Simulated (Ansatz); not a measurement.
EuN₆H₁₈²⁺, that is [Eu(NH3)6]3+ with one electron more. The state is a octet with charge 2. Geometry PBE-D4/def2-SVP, that of the charge +3 septet; atoms count from 1.

```xyz
25

Eu    0.001    0.000   -0.001
N     1.556    1.024   -1.817
H     1.952    0.355   -2.504
H     2.392    1.505   -1.434
H     1.109    1.748   -2.411
N    -1.563   -1.013    1.815
H    -1.924   -0.348    2.523
H    -1.135   -1.768    2.384
H    -2.422   -1.454    1.434
N     1.524   -2.099   -0.216
H     1.245   -2.744   -0.981
H     1.541   -2.708    0.624
H     2.527   -1.914   -0.405
N    -1.532    2.089    0.232
H    -2.547    1.899    0.331
H    -1.484    2.749   -0.567
H    -1.313    2.684    1.053
N    -1.529   -0.614   -2.015
H    -1.067   -0.585   -2.943
H    -2.364   -0.012   -2.139
H    -1.923   -1.573   -1.967
N     1.545    0.613    2.002
H     1.125    0.486    2.941
H     1.856    1.603    2.004
H     2.432    0.078    2.057
```

In the def2 sets Eu takes a core potential; there is no spin–orbit coupling. With an open 4f shell the SCF may have ended on a state above the lowest.

Problem. Estimate the Mulliken populations from the PBE0/def2-TZVP orbitals of Ansatz.

Solution. 
```json
{"atom": "Eu1", "charge (e)": "1.40", "spin (α − β)": "7.04", "d electrons": "10.35"}
{"atom": "N2", "charge (e)": "-0.78", "spin (α − β)": "-0.01", "d electrons": "–"}
{"atom": "H3", "charge (e)": "0.29", "spin (α − β)": "0.00", "d electrons": "–"}
{"atom": "H4", "charge (e)": "0.30", "spin (α − β)": "0.00", "d electrons": "–"}
{"atom": "H5", "charge (e)": "0.29", "spin (α − β)": "0.00", "d electrons": "–"}
{"atom": "N6", "charge (e)": "-0.78", "spin (α − β)": "-0.01", "d electrons": "–"}
{"atom": "H7", "charge (e)": "0.29", "spin (α − β)": "0.00", "d electrons": "–"}
{"atom": "H8", "charge (e)": "0.29", "spin (α − β)": "0.00", "d electrons": "–"}
{"atom": "H9", "charge (e)": "0.30", "spin (α − β)": "0.00", "d electrons": "–"}
{"atom": "N10", "charge (e)": "-0.78", "spin (α − β)": "-0.01", "d electrons": "–"}
{"atom": "H11", "charge (e)": "0.30", "spin (α − β)": "0.00", "d electrons": "–"}
{"atom": "H12", "charge (e)": "0.29", "spin (α − β)": "0.00", "d electrons": "–"}
{"atom": "H13", "charge (e)": "0.29", "spin (α − β)": "0.00", "d electrons": "–"}
{"atom": "N14", "charge (e)": "-0.78", "spin (α − β)": "-0.01", "d electrons": "–"}
{"atom": "H15", "charge (e)": "0.29", "spin (α − β)": "0.00", "d electrons": "–"}
{"atom": "H16", "charge (e)": "0.29", "spin (α − β)": "0.00", "d electrons": "–"}
{"atom": "H17", "charge (e)": "0.30", "spin (α − β)": "0.00", "d electrons": "–"}
{"atom": "N18", "charge (e)": "-0.78", "spin (α − β)": "-0.01", "d electrons": "–"}
{"atom": "H19", "charge (e)": "0.29", "spin (α − β)": "0.00", "d electrons": "–"}
{"atom": "H20", "charge (e)": "0.29", "spin (α − β)": "0.00", "d electrons": "–"}
{"atom": "H21", "charge (e)": "0.30", "spin (α − β)": "0.00", "d electrons": "–"}
{"atom": "N22", "charge (e)": "-0.78", "spin (α − β)": "-0.01", "d electrons": "–"}
{"atom": "H23", "charge (e)": "0.29", "spin (α − β)": "0.00", "d electrons": "–"}
{"atom": "H24", "charge (e)": "0.30", "spin (α − β)": "0.00", "d electrons": "–"}
{"atom": "H25", "charge (e)": "0.29", "spin (α − β)": "0.00", "d electrons": "–"}
```
Mulliken values depend strongly on the basis.

Problem. Where does the spin sit?

Solution. Summed by element: Eu 7.04, N -0.04, H 0.01, of 7 unpaired in all. Largest on single atoms: Eu1 7.04, N22 -0.01, N18 -0.01.
